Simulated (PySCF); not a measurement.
C2H6F2Si2, singlet, at a GFN2-xTB geometry; CASCI(4,3)+NEVPT2/STO-3G (PySCF).

The PySCF input:
```python
from pyscf import gto, scf, mcscf, mrpt
import numpy

mol = gto.Mole()
mol.atom = '''
    Si    3.02505317   -0.14798291    0.26557912
    C     1.18375790    0.23698483    0.37947474
    C     0.19938734   -0.57854320   -0.00220884
    Si   -1.62433977   -0.17581776    0.09629424
    F    -2.32641639   -0.46582442   -1.31431610
    F    -1.81951558    1.40542671    0.25268874
    H     3.58682956   -0.09897882    1.61840525
    H     3.66719681    0.86279478   -0.57706714
    H     3.20281458   -1.48274188   -0.30818371
    H     0.91093709    1.20671982    0.78109432
    H     0.46774506   -1.55032992   -0.40149691
    H    -2.43099455   -0.81132525    1.11207219
'''
mol.basis = 'sto-3g'
mol.verbose = 4
mol.build()

mf = scf.RHF(mol)
mf.kernel()
mc = mcscf.CASCI(mf, 3, 4)
mc.fix_spin_(ss=0.0)
mc.kernel()
occ = numpy.linalg.eigvalsh(mc.fcisolver.make_rdm1(mc.ci, mc.ncas, mc.nelecas))[::-1]
ss = mc.fcisolver.spin_square(mc.ci, mc.ncas, mc.nelecas)[0]
print('natural occupations', occ.round(4), ' <S^2>', round(ss, 4))
e2 = mrpt.NEVPT(mc).kernel()
print('E(NEVPT2) = %.10f' % (mc.e_tot + e2))
```

It wrote (shortened):

```
PySCF version 2.14.0

[INPUT] verbose = 4
[INPUT] num. atoms = 12
[INPUT] num. electrons = 64
[INPUT] charge = 0
[INPUT] spin (= nelec alpha-beta = 2S) = 0
[INPUT] symmetry False subgroup None
[INPUT] Mole.unit = angstrom
[INPUT] Symbol           X                Y                Z      unit          X                Y                Z       unit  Magmom
[...]
nuclear repulsion = 346.927531258997
number of shells = 28
number of NR pGTOs = 132
number of NR cGTOs = 44
basis = sto-3g
ecp = {}

******** <class 'pyscf.scf.hf.RHF'> ********
method = RHF
initial guess = minao
damping factor = 0
level_shift factor = 0
DIIS = <class 'pyscf.scf.diis.CDIIS'>
diis_start_cycle = 1
diis_space = 8
diis_damp = 0
SCF conv_tol = 1e-09
SCF conv_tol_grad = None
SCF max_cycles = 50
direct_scf = True
direct_scf_tol = 1e-13
Set gradient conv threshold to 3.16228e-05
Initial guess from minao.
init E= -845.642565698542
[...]
cycle= 1 E= -845.495615138888  delta_E= 0.147  |g|= 0.459  |ddm|= 4.02
[...]
cycle= 2 E= -845.599780237319  delta_E= -0.104  |g|= 0.0995  |ddm|= 0.956
[...]
cycle= 3 E= -845.604313677425  delta_E= -0.00453  |g|= 0.0361  |ddm|= 0.188
[...]
cycle= 4 E= -845.604979856747  delta_E= -0.000666  |g|= 0.0155  |ddm|= 0.0818
[...]
cycle= 5 E= -845.605085823758  delta_E= -0.000106  |g|= 0.00277  |ddm|= 0.0284
[...]
cycle= 6 E= -845.605091232107  delta_E= -5.41e-06  |g|= 0.000489  |ddm|= 0.00787
[...]
cycle= 7 E= -845.605091408921  delta_E= -1.77e-07  |g|= 0.000178  |ddm|= 0.00127
[...]
cycle= 8 E= -845.605091431861  delta_E= -2.29e-08  |g|= 5.99e-05  |ddm|= 0.000427
[...]
cycle= 9 E= -845.605091434864  delta_E= -3e-09  |g|= 6.18e-06  |ddm|= 0.000202
[...]
cycle= 10 E= -845.605091434893  delta_E= -2.91e-11  |g|= 1.32e-06  |ddm|= 1.68e-05
[...]
Extra cycle  E= -845.605091434895  delta_E= -1.82e-12  |g|= 6.48e-07  |ddm|= 2.39e-06
converged SCF energy = -845.605091434895

******** <class 'pyscf.mcscf.casci.CASCI'> ********
CAS (2e+2e, 3o), ncore = 30, nvir = 11
natorb = False
canonicalization = True
sorting_mo_energy = False
******** <class 'pyscf.fci.addons.SpinPenaltyFCISolver'> ********
max. cycles = 200
conv_tol = 1e-08
davidson only = True
linear dependence = 1e-12
level shift = 0.001
max iter space = 12
nroots = 1
pspace_size = 400
spin = None
Density matrix diagonal elements [1.99959364 1.91870573 0.08170062]
CASCI converged
CASCI E = -845.633186303090  E(CI) = -3.27035785372289  S^2 = 0.0000000
natural occupations [1.9997 1.9187 0.0817]  <S^2> 0.0

[...]
0 Si 1s         -0.00014  -0.00000   0.00000
0 Si 2s          0.00087   0.00002  -0.00002
0 Si 3s         -0.07186  -0.00183   0.00043
0 Si 2px        -0.00390  -0.00013   0.00011
0 Si 2py         0.00042  -0.00056   0.00111
0 Si 2pz         0.00004   0.00134  -0.00269
0 Si 3px         0.35039   0.01072  -0.00503
0 Si 3py        -0.04232   0.03331  -0.05940
0 Si 3pz        -0.00396  -0.08202   0.14385
1 C 1s          -0.00040  -0.00003  -0.00001
1 C 2s          -0.07411   0.00002   0.00362
1 C 2px         -0.37549  -0.02602  -0.01690
1 C 2py          0.10696  -0.25548  -0.25956
1 C 2pz          0.02655   0.60287   0.61786
2 C 1s           0.00009   0.00003  -0.00022
2 C 2s          -0.10962  -0.00812   0.01923
2 C 2px          0.44102  -0.00708  -0.00280
2 C 2py         -0.13462  -0.27085   0.25417
2 C 2pz         -0.05432   0.62535  -0.59071
3 Si 1s         -0.00010   0.00003  -0.00005
3 Si 2s         -0.00060  -0.00136   0.00102
3 Si 3s         -0.08825  -0.01567  -0.00636
3 Si 2px         0.00356   0.00059  -0.00009
3 Si 2py        -0.00147  -0.00082  -0.00112
3 Si 2pz         0.00102   0.00219   0.00238
3 Si 3px        -0.30053   0.01444  -0.02697
3 Si 3py         0.04502   0.01056   0.06770
3 Si 3pz         0.04216  -0.00847  -0.18787
4 F 1s          -0.00007  -0.00016   0.00067
4 F 2s          -0.01294  -0.00498  -0.03785
4 F 2px          0.34062   0.07826  -0.06301
4 F 2py         -0.04731  -0.00411  -0.03787
4 F 2pz         -0.03175   0.10849  -0.07506
5 F 1s          -0.00005  -0.00008   0.00020
5 F 2s          -0.01367  -0.00173  -0.01168
5 F 2px          0.29996   0.01581  -0.00016
5 F 2py         -0.06560  -0.05935   0.02574
5 F 2pz         -0.05252   0.00571   0.04932
6 H 1s           0.12228  -0.16539  -0.13661
7 H 1s           0.11625   0.16809   0.13243
8 H 1s           0.06240   0.00352   0.00310
9 H 1s           0.19386   0.00345  -0.00632
10 H 1s          0.21180   0.00543  -0.00715
11 H 1s          0.22503  -0.14159   0.14053
<CAS-nat-orb|mo-hf>  31     31       0.99948902
<CAS-nat-orb|mo-hf>  32     32       0.99948121
<CAS-nat-orb|mo-hf>  33     33       0.99999207
Sr    (-1)',   E = -0.00718133940796
Si    (+1)',   E = -0.00444971190831
Sijrs (0)  ,   E = -0.13061303717387
Sijr  (+1) ,   E = -0.00812004641115
Srsi  (-1) ,   E = -0.02911890550441
Srs   (-2) ,   E = -0.00478177102504
Sij   (+2) ,   E = -0.00100514036070
Sir   (0)' ,   E = -0.02710312427337
Nevpt2 Energy = -0.212373076064810
E(NEVPT2) = -845.8455593792
```
